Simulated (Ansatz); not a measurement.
Calculated with Ansatz (gas phase, PBE0-D4/def2-TZVP geometries, no zero-point term in ΔE). CCSD(T)/CBS adds triple-zeta CCSD(T) − MP2 to the extrapolated MP2 energy (def2 sets, frozen cores). Functionals use def2-TZVPP. One conformer a species, not always the lowest.

Consider the formal exchange of groups at a B–Si bond: `B[SiH](B)O` + `OC(F)[SiH3]` → `B[SiH2]C(O)F` + `B[SiH2]O`.

`B[SiH](B)O`:

Z-matrix (Å, degrees):
```
Si
B 1 1.997
O 1 1.659 2 111.1
B 1 2.004 2 108.8 3 -129.4
H 1 1.506 2 106.1 3 120.4
H 2 1.196 1 118.4 3 -172.8
H 2 1.195 1 123.4 3 8.5
H 3 0.958 1 117.1 2 -170.6
H 4 1.197 1 118.7 2 -53.9
H 4 1.197 1 123.8 2 126.8
```

`OC(F)[SiH3]`:

Cartesian coordinates in Å:
```
O -0.133 -0.604 1.507
C 0.228 -0.662 0.179
F 1.613 -0.817 0.067
Si -0.277 0.974 -0.672
H -0.019 -1.471 1.911
H -0.197 -1.544 -0.320
H 0.342 2.106 0.057
H 0.202 0.933 -2.077
H -1.758 1.085 -0.653
```

`B[SiH2]C(O)F`:

Cartesian coordinates in Å:
```
B 0.065 -1.208 1.618
Si 0.035 0.603 0.753
C 0.122 0.494 -1.157
O -0.945 -0.262 -1.597
F 1.323 -0.129 -1.513
H -0.225 -1.327 2.772
H 0.400 -2.185 1.021
H -1.172 1.401 1.107
H 1.237 1.364 1.207
H 0.155 1.474 -1.652
H -0.995 -0.224 -2.558
```

`B[SiH2]O`:

Cartesian coordinates in Å:
```
B 0.945 0.295 -0.961
Si -0.624 -0.301 0.135
O -0.398 -0.345 1.774
H 1.916 0.828 -0.506
H 0.908 0.161 -2.151
H -1.054 -1.676 -0.232
H -1.737 0.634 -0.235
H 0.043 0.404 2.176
```

```json
{"species": "`B[SiH](B)O`", "LDA (SPW92) energy (Eh)": "-415.71451"}
{"species": "`OC(F)[SiH3]`", "LDA (SPW92) energy (Eh)": "-503.03548"}
{"species": "`B[SiH2]C(O)F`", "LDA (SPW92) energy (Eh)": "-528.16367"}
{"species": "`B[SiH2]O`", "LDA (SPW92) energy (Eh)": "-390.58296"}
```

Question: Work out ΔE.

Answer: ΔE = (-528.16367) + (-390.58296) − (-415.71451) − (-503.03548) = 0.00336 Eh = +0.09 eV. CCSD(T)/CBS gives +0.01 eV.

Largest T1 diagnostic among the species: 0.014.

Leaving LDA and LC-ωPBE aside and taking each functional with its dispersion term where it has one, the values, not all of them listed here, spread over 0.08 eV, from BHLYP-D4 to PBE-D4. From PBE to PBE0 (25 % exact exchange), in def2-TZVPP and without D4, ΔE moves by −0.04 eV.
